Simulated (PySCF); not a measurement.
**SeSBr2, singlet: data card**

Method: PBE/[Se def2-SVP, S def2-SVP, Br def2-SVP], no relativity, density fitting, PySCF.

The structure is a minimum.

Z-matrix (Å, degrees; charge 0 multiplicity 1):
```
Se
S  1 2.0461
Br 1 2.4706 2 109.61
Br 1 2.4706 2 109.61 3 -107.87
```

* Point group: Cs
* Bond lengths: Se–Br 2.471 Å (×2), Se–S 2.046 Å
* Bond angles: Br–Se–Br 99.2°, Br–Se–S 109.6° (×2)
* Entropy at 298.15 K and 1 bar: 366.3 J/(mol K)
* Lowest empty level: -4.60 eV
* Enthalpy at 298.15 K above 0 K: 18.80 kJ/mol
* Zero-point energy: 7.9 kJ/mol
* Rotational symmetry number: 1
* Rotational constants: 0.04825, 0.02827, 0.01937 cm⁻¹
* Dipole moment: 1.37 D
* Principal polarisabilities: 45.4, 101.2, 107.4 bohr³
* Principal quadrupole moments (Buckingham, traceless) about the centre of mass: -2.08, -0.22, 2.31 D Å
* Atomisation energy without zero-point energy: 783 kJ/mol
* Highest occupied level: -6.84 eV
* Heat capacity Cp at 298.15 K: 77.5 J/(mol K)

Harmonic modes (masses in u: Se 79.917, S 31.972, Br 78.918):
```csv
symmetry,ω (cm⁻¹),IR (km/mol),type
a',74,0.1,bend
a'',117,1.2,bend
a',143,2.2,bend
a'',223,49.3,mixed
a',230,21.2,mixed
a',537,45.7,stretch
```

Charges (e):
| atom | Mulliken | Löwdin | polar tensor | Mayer order to Se1 |
| --- | --- | --- | --- | --- |
| Se1 | 0.38 | 0.34 | 1.19 | – |
| S2 | -0.09 | -0.07 | -0.30 | 1.72 |
| Br3,4 | -0.15 | -0.14 | -0.44 | 0.79 |

Mulliken populations on Se1: s 7.89, p 15.49, d 10.25.

Outer orbital energies (eV). occupied: -10.81, -9.92, -7.64, -7.53, -7.20, -7.19, -6.89, -6.84; empty: -4.60, -4.11, -1.85, 4.87.

Counting electrons, selenium keeps 2 of its valence electrons outside its bonds, so the VSEPR class is AX3E1 and the expected shape is trigonal pyramidal; with unlike ligands the computed point group is Cs.

Only a few start shapes were tried, so a lower isomer may exist.

The final relaxation and frequency run took 85 s on 4 threads of a shared Arm Neoverse N1 host, with 114 basis functions and 18 gradients; the process peaked at 1.1 GiB.
